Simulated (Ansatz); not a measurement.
Geometry optimisation, Ansatz 0.2.0, RKS PBE0-D4/def2-SVP.

input.yaml

```yaml
crystal:
  periodic: [false, false, false]
  atoms:
    - { symbol: "N", position_ang: [-0.81639, 1.66013, -0.19823] }
    - { symbol: Mg, position_ang: [0.44037, 0.28571, 0.03511] }
    - { symbol: Mg, position_ang: [0.80189, -2.23397, 0.22905] }
    - { symbol: Cl, position_ang: [1.75151, -4.1465, 0.46735] }
    - { symbol: H, position_ang: [-1.1828, 2.26861, 0.531] }
    - { symbol: H, position_ang: [-0.99458, 2.16602, -1.06427] }
basis:
  gaussian: { orbitals: def2-SVP }
hamiltonian:
  xc: pbe0
  dispersion: d4
relax:
  f_tol: 0.02
  max_steps: 40
output:
  orbitals: {}
```

Command:

```bash
$ ansatz run input.yaml --threads 1 --pin off --max-ram 2048MiB --backend cpu --events-out ev --progress --plain --runs-dir out
```

Question: Where does it end, and by what steps?

Answer: It converged. After 5 steps the energy has fallen by 0.381 eV; Mg2 moved furthest, 0.52 Å.

```tsv
step	energy less start (eV)	largest force component (eV/Å)	accepted
0	0.0000	1.034	yes
1	-0.2509	0.445	yes
2	-0.3583	0.164	yes
3	-0.3787	0.084	yes
4	-0.3800	0.289	yes
5	-0.3810	0.002	yes
```

```xyz
6
Properties=species:S:1:pos:R:3
N -0.816 1.872 -0.214
Mg -0.056 0.144 -0.017
Mg 1.059 -2.419 0.276
Cl 1.934 -4.449 0.506
H -1.154 2.475 0.533
H -0.966 2.377 -1.083
```

Whether the end is a true minimum wasn't checked by a vibrational analysis.

Time of the run: 23 s on 1 thread of Arm Neoverse V1, with other jobs on the host, peak memory 0.15 GiB.
